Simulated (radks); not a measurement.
Values are calculated unless marked as measured or tabulated.
Coulomb parameter of the 4d shell of neutral ruthenium in the model configuration [Kr] 4d7 5s1, as a second difference U = [E(n + 0.25) + E(n - 0.25) - 2 E(n)] / (0.25)^2 with all orbitals relaxed. "Bare": the charge of the atom changes with n. "Screened": the 5s shell takes up the change at fixed total charge, which measures U(4d,4d) + U(5s,5s) - 2 U(4d,5s). Code: a radial shooting solver on a logarithmic mesh with Libxc functionals. Model: Dirac Kohn-Sham, PBE, spin-unpolarised, spherical densities, point nucleus; open shells are shared between the two j in proportion to 2j + 1.

[
 {"case": "start", "configuration": "[Kr] 4d7 5s1", "E - E(n) (eV)": "0.000"},
 {"case": "bare +0.25", "configuration": "[Kr] 4d7.25 5s1", "E - E(n) (eV)": "-1.029"},
 {"case": "bare -0.25", "configuration": "[Kr] 4d6.75 5s1", "E - E(n) (eV)": "1.589"},
 {"case": "screened +0.25", "configuration": "[Kr] 4d7.25 5s0.75", "E - E(n) (eV)": "-0.199"},
 {"case": "screened -0.25", "configuration": "[Kr] 4d6.75 5s1.25", "E - E(n) (eV)": "0.285"}
]

U(bare) = 8.958 eV, U(screened by 5s) = 1.371 eV. The step up makes a negative ion, whose loosely bound charge lowers the bare value.
